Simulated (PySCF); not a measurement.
**Correlation energy of C²⁺ (carbon, charge +2)**

[He] 2s2, closed-shell 1S. All numbers are calculated (PySCF 2.14, the spin-free X2C one-electron Hamiltonian (Gaussian nucleus), in x2c-TZVPall (5s3p2d1f, 31 functions)). Frozen: 1s2; 2 electrons correlated.

Total MP2 correlation energy: -42.50 mhartree.

Same-spin part 0.00 and opposite-spin part -42.50 mhartree; SCS-MP2 scales them by 1/3 and 6/5 to -51.00 mhartree.

With two correlated electrons CCSD is exact within the correlated space (frozen core and kept virtual orbitals).

```
level  correlation energy (mhartree)
 CCSD                         -72.62
```

Diagnostics: T1 = 0.0085, D1 = 0.0120, largest double amplitude 0.156.

**Question.** Is a single reference adequate?

**Answer.** Not fully. A double-excitation amplitude exceeds 0.15, a sign of near-degeneracy.
